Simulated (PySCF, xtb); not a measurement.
H7Si3, SMILES [SiH3][SiH][SiH3] (connectivity only; charge and spin as stated), charge +1, multiplicity 1.

GFN2-xTB in xtb at its own geometry gives an orbital gap of 2.15 eV.

Coordinates come from a TPSSh-D3(BJ)/def2-SVP optimisation. The multiplicity is an assumed one; other spin states were not compared. The isomer is the one that the SMILES or the coordinates give; other isomers of the formula were not compared.

What does PySCF with ωB97X/def2-TZVPD give? (Estimate from the structure and the level; the computed values follow.)

gap 8.75 eV (levels -15.52 and -6.77 eV).
